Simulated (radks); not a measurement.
Values are calculated unless marked as measured or tabulated.
Dy XII, configuration [Kr] 4d10 4f7 5s2.

Level of theory: non-relativistic Kohn-Sham, LB94 model potential, spin-polarised, spherical densities, point nucleus; open shells are filled with parallel spins first (spin-orbit coupling, left out, can overturn this in heavy ions); relativity is left out, which matters for an element this heavy (a radial shooting solver on a logarithmic mesh with Libxc functionals).

Energy parts (hartree):
| part | energy |
|---|---|
| kinetic | 11630.9341 |
| electron-nucleus | -27202.9586 |
| Hartree | 4208.2809 |
(The LB94 potential has no energy functional, so no total or exchange-correlation energy is given.)

Orbitals (lengths in bohr, moments of r in powers of bohr; <r^-3> diverges for s and p1/2; r(max) is where P^2 peaks):
| orbital | occ. | eigenvalue (hartree) | r(max) | <r^-3> | <r> | <r^2> |
|---|---|---|---|---|---|---|
| 1s up | 1 | -1858.835 | 0.01523 | - | 0.02296 | 0.0007041 |
| 1s down | 1 | -1858.835 | 0.01523 | - | 0.02296 | 0.0007041 |
| 2s up | 1 | -304.9302 | 0.08331 | - | 0.09751 | 0.01115 |
| 2s down | 1 | -304.9357 | 0.08331 | - | 0.09751 | 0.01115 |
| 2p up | 3 | -291.1924 | 0.06478 | 9930 | 0.08261 | 0.008273 |
| 2p down | 3 | -291.1962 | 0.06478 | 9929 | 0.08261 | 0.008273 |
| 3s up | 1 | -73.88897 | 0.2314 | - | 0.2507 | 0.07158 |
| 3s down | 1 | -73.88413 | 0.2314 | - | 0.2505 | 0.07145 |
| 3p up | 3 | -67.65406 | 0.2189 | 2041 | 0.2404 | 0.06679 |
| 3p down | 3 | -67.65138 | 0.2189 | 2044 | 0.2402 | 0.06666 |
| 3d up | 5 | -55.99463 | 0.1740 | 352.6 | 0.2127 | 0.05298 |
| 3d down | 5 | -55.99745 | 0.1740 | 352.9 | 0.2125 | 0.05288 |
| 4s up | 1 | -20.43916 | 0.5253 | - | 0.5622 | 0.3559 |
| 4s down | 1 | -20.22672 | 0.5256 | - | 0.5629 | 0.3567 |
| 4p up | 3 | -17.96250 | 0.5291 | 458.6 | 0.5728 | 0.3721 |
| 4p down | 3 | -17.75249 | 0.5294 | 456.6 | 0.5736 | 0.3731 |
| 4d up | 5 | -13.51231 | 0.5318 | 68.46 | 0.5967 | 0.4106 |
| 4d down | 5 | -13.30790 | 0.5323 | 68.20 | 0.5977 | 0.4121 |
| 4f up | 7 | -7.91260 | 0.5049 | 12.61 | 0.6618 | 0.5245 |
| 4f down | 0 | -7.72658 | 0.5049 | 12.63 | 0.6640 | 0.5292 |
| 5s up | 1 | -8.15583 | 1.128 | - | 1.179 | 1.545 |
| 5s down | 1 | -8.01159 | 1.132 | - | 1.186 | 1.564 |
| 5p up | 0 | -7.29134 | 1.185 | 109.2 | 1.242 | 1.720 |
| 5p down | 0 | -7.15511 | 1.191 | 107.4 | 1.252 | 1.748 |
| 6s up | 0 | -4.48083 | 2.094 | - | 2.064 | 4.732 |
| 6s down | 0 | -4.43171 | 2.112 | - | 2.081 | 4.809 |

The highest occupied level is 4f up at -215.31 eV. The spin density at the nucleus is 0.778 e/bohr^3 (1s 0.013, 2s 0.272, 3s -3.109, 4s 2.149, 5s 1.454). For comparison, the ionisation energy in NIST's Atomic Spectra Database is 224 eV (theoretical). In exact Kohn-Sham theory the highest level is minus the ionisation energy, but local and semilocal functionals leave it too shallow, through self-interaction and a potential that decays too fast; potentials with the right tail come closer. The electron density at the nucleus is 2.051e+05 e/bohr^3. Spin moment in Bohr magnetons: 7. The density falls to 0.001 e/bohr^3 at r = 2.27 bohr.
